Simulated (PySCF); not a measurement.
**ZnS⁺ at BLYP**

Computed with BLYP; basis Zn def2-TZVPPD, S def2-TZVPPD; no relativity; PySCF 2.14.

- state: ²Π (doublet), unpaired electrons π ↑
- bond length: 2.192 Å
- harmonic wavenumber: 365 cm⁻¹
- force constant: 1.67 mdyn/Å
- rotational constant Be: 0.1647 cm⁻¹
- anharmonicity ωexe: 1.76 cm⁻¹
- vibration–rotation constant αe: 0.00104 cm⁻¹
- well depth De to Zn⁺ + S: 2.25 eV
- dissociation energy D0: 2.22 eV
- bond order (Mayer): 1.39
- dipole moment (positive dipole points towards S; it is taken about the centre of mass and depends on that origin): -2.69 D

For an ion De counts to the pair picked by the measured ionisation energies or electron affinities, which need not be the lowest pair at this level. The state is the lowest determinant that a PBE0 search found; another state may lie lower at other levels.
